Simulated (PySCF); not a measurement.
Match the calculated data to a structure.

All candidates are C5H15NOSi.

* 1H NMR: chemical shifts (computed TMS as zero) by class: 4.41 (1 H), 2.65 (3 H), 1.07 (1 H), 1.01 (3 H), 0.95 (1 H), 0.95 (3 H), 0.33 (1 H), 0.12 (1 H), 0.02 (1 H) ppm [GIAO PBE0/pcSseg-1]
* UV, first state: lowest singlet excitation: 5.74 eV (216 nm, f = 0.010) [TDDFT B3LYP/def2-SVPD]
* Valence photoelectron: vertical ionisation energy: 8.74 eV [ΔSCF B3LYP/def2-SVPD]
* 13C NMR: chemical shifts (computed TMS as zero) by class: 29.8 (1 C), 25.8 (1 C), 22.8 (1 C), 14.4 (1 C), 12.6 (1 C) ppm [GIAO PBE0/pcSseg-1]
* Rotational structure: rotational constants A, B, C: 2.400, 0.991, 0.745 GHz [PBE0-D3(BJ)/def2-SVP]
* XPS: Si2p3/2 106.6, C1s 289.8, C1s 290.3, C1s 290.4, C1s 290.4, C1s 291.5, N1s 404.2, O1s 537.9, Si1s 1846.6 eV [ΔSCF SCAN, pcX-2 on the ionised atom, pcseg-1 elsewhere, spin-free X2C, 2p3/2 from a spin–orbit splitting computed afterwards within the 2p shell]

The electronic properties come from PySCF, for the isolated species, density fitting. Levels stand in brackets. The structure is a single PBE0-D3(BJ)/def2-SVP conformer in the gas phase; no vibrational or solvent corrections. NMR values are class means; diastereotopic atoms form classes of their own.

Problem. Which candidate is it?
A. `CCC[Si@H](N)OCC`
B. `COCC(C)(C)[SiH2]N`
C. `CC[C@@H](C)[Si@H](O)NC`
D. `CCN[SiH2]OC(C)C`
E. `CC[C@@H](C)[Si@@H](O)NC`

Solution. C. It is `CC[C@@H](C)[Si@H](O)NC`. Numbering: `[CH3:1][CH2:2][C@@H:3]([CH3:4])[Si@H:5]([OH:6])[NH:7][CH3:8]`. Its formula, C5H15NOSi, gives 0 degrees of unsaturation, so no ring and no π bond. 5 carbons fall into 5 classes; from least to most shielded: N-methyl carbon [C8] (29.8 ppm), chain CH2 carbon [C2] (25.8 ppm), sp3 carbon bound to silicon [C3] (22.8 ppm), methyl carbon [C1] (14.4 ppm), methyl carbon [C4] (12.6 ppm). Hydrogen classes from least to most shielded: 1 H on an oxygen-bound silicon, Si5 (4.41 ppm), 3 H on an N-methyl carbon, C8 (2.65 ppm), 1 H on a chain CH2 carbon, C2 (1.07 ppm), 3 H on a methyl carbon, C4 (1.01 ppm, a mean of values up to 0.9 ppm apart in this geometry), 1 H on a chain CH2 carbon, C2 (0.95 ppm), 3 H on a methyl carbon, C1 (0.95 ppm, a mean of values up to 0.8 ppm apart in this geometry), 1 H on a silanol oxygen, O6 (0.33 ppm), 1 H on a silicon-bound nitrogen, N7 (0.12 ppm), 1 H on an sp3 carbon bound to silicon, C3 (0.02 ppm). The core levels belong to: Si2p3/2 106.6 eV, oxygen-bound silicon [Si5]; C1s 289.8 eV, sp3 carbon bound to silicon [C3]; C1s 290.3 eV, methyl carbon [C4]; C1s 290.4 eV, methyl carbon [C1]; C1s 290.4 eV, chain CH2 carbon [C2]; C1s 291.5 eV, N-methyl carbon [C8]; N1s 404.2 eV, silicon-bound nitrogen [N7]; O1s 537.9 eV, silanol oxygen [O6]; Si1s 1846.6 eV, oxygen-bound silicon [Si5]. The first electron is taken from the HOMO, whose largest Löwdin shares are 0.58 on the silicon-bound nitrogen, 0.12 on the N-methyl carbon, 0.08 on the oxygen-bound silicon and 0.06 on a methyl hydrogen. The optimised geometry has point group C1 and is an asymmetric top.

The others, at the same levels:
- `CCC[Si@H](N)OCC` fails: its computed 13C shifts are 62.3 (1 C), 21.4 (1 C), 20.0 (1 C), 19.3 (1 C), 17.5 (1 C) ppm, core binding energies are Si2p3/2 106.6, C1s 289.8, C1s 290.3, C1s 290.4, C1s 290.5, C1s 292.0, N1s 404.4, O1s 537.3, Si1s 1846.7 eV and 1H shifts are 4.56 (1 H), 3.85 (1 H), 3.71 (1 H), 1.30 (1 H), 1.26 (3 H), 1.13 (1 H), 1.00 (3 H), 0.67 (2 H), 0.53 (1 H), 0.46 (1 H) ppm.
- `COCC(C)(C)[SiH2]N` fails: it has 4 carbon classes against 5; its computed 13C shifts are 85.5 (1 C), 59.2 (1 C), 24.3 (1 C), 23.3 (2 C) ppm, core binding energies are Si2p3/2 106.2, C1s 289.8, C1s 290.2 (×2), C1s 291.7, C1s 292.1, N1s 404.3, O1s 538.2, Si1s 1846.0 eV and 1H shifts are 4.53 (2 H), 3.23 (3 H), 2.96 (2 H), 1.03 (6 H), -0.22 (2 H) ppm.
- `CCN[SiH2]OC(C)C` fails: it has 4 carbon classes against 5; its computed 13C shifts are 67.0 (1 C), 42.2 (1 C), 27.3 (2 C), 22.3 (1 C) ppm, core binding energies are Si2p3/2 106.9, C1s 290.4 (×2), C1s 290.5, C1s 291.5, C1s 292.0, N1s 404.2, O1s 537.3, Si1s 1846.9 eV and 1H shifts are 4.68 (2 H), 3.82 (1 H), 2.93 (2 H), 1.14 (6 H), 1.08 (3 H), 0.72 (1 H) ppm.
- `CC[C@@H](C)[Si@@H](O)NC` fails: its computed 1H shifts are 4.66 (1 H), 2.65 (3 H), 1.42 (1 H), 0.99 (3 H), 0.96 (3 H), 0.79 (1 H), 0.44 (1 H), -0.07 (1 H), -0.15 (1 H) ppm and smallest rotational constant is 0.821 GHz (against 0.745 GHz).

Each candidate is one conformer, not necessarily the lowest. Dipoles, sizes and rotational constants follow the conformer. The torsions of the flexible species, by atom-mapped SMILES:
- `[CH3:1][CH2:2][C@@H:3]([CH3:4])[Si@H:5]([OH:6])[NH:7][CH3:8]`: C1–C2–C3–C4 61°, C2–C3–Si5–O6 -173°, C3–Si5–N7–C8 -171°, H–O6–Si5–C3 -75°
- `[CH3:1][O:2][CH2:3][C:4]([CH3:5])([CH3:6])[SiH2:7][NH2:8]`: C1–O2–C3–C4 -179°, O2–C3–C4–C5 -67°, C3–C4–Si7–N8 163°, H–N8–Si7–C4 -146°, H–N8–Si7–C4 78°
- `[CH3:1][CH2:2][NH:3][SiH2:4][O:5][CH:6]([CH3:7])[CH3:8]`: C1–C2–N3–Si4 -137°, C2–N3–Si4–O5 -85°, N3–Si4–O5–C6 -154°, Si4–O5–C6–C7 152°
- `[CH3:1][CH2:2][C@@H:3]([CH3:4])[Si@@H:5]([OH:6])[NH:7][CH3:8]`: C1–C2–C3–C4 64°, C2–C3–Si5–O6 -60°, C3–Si5–N7–C8 -176°, H–O6–Si5–C3 68°

The conformers of `CCC[Si@H](N)OCC` aren't listed.
